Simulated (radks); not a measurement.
Effect of the nuclear size on the silver ion Ag32+, [Ne] 3s2 3p3. Calculated with a radial shooting solver on a logarithmic mesh with Libxc functionals: Dirac Kohn-Sham, PBE, spin-unpolarised, spherical densities, finite nucleus; open shells fill j = l - 1/2 first; Fermi nuclear charge, rms radius 4.5454 fm. The rms radius is varied about that value; shifts are against it.

| rms radius (fm) | total energy shift (eV) | density at nucleus (e/bohr^3) | 1s1/2 shift (meV) | 2s1/2 shift (meV) | 2p1/2 shift (meV) | 3s1/2 shift (meV) | 3p1/2 shift (meV) | 3p3/2 shift (meV) | 4s1/2 (empty) shift (meV) |
|---|---|---|---|---|---|---|---|---|---|
| 4.0545 | -0.580 | 1.488e+05 | -243 | -27.8 | 1.38 | -6.76 | 0.352 | 0.488 | -2.54 |
| 4.209 | -0.404 | 1.48e+05 | -169 | -19.3 | 0.960 | -4.70 | 0.245 | 0.340 | -1.77 |
| 4.5454 | 0 | 1.465e+05 | 0.000 | 0.000 | 0.000 | 0.000 | 0.000 | 0.000 | 0.000 |
| 4.9136 | 0.473 | 1.45e+05 | 198 | 22.6 | -1.12 | 5.51 | -0.287 | -0.398 | 2.07 |
| 5.3363 | 1.05 | 1.434e+05 | 441 | 50.4 | -2.50 | 12.3 | -0.639 | -0.887 | 4.62 |

Slopes of the eigenvalues against <r^2> in GHz/fm^2, as finite differences over the two radii next to the reference (eigenvalue slopes, not the field-shift constants of lines): 1s1/2 13800, 2s1/2 1580, 2p1/2 -78.4, 3s1/2 384, 3p1/2 -20.0, 3p3/2 -27.7, 4s1/2 (empty) 144.
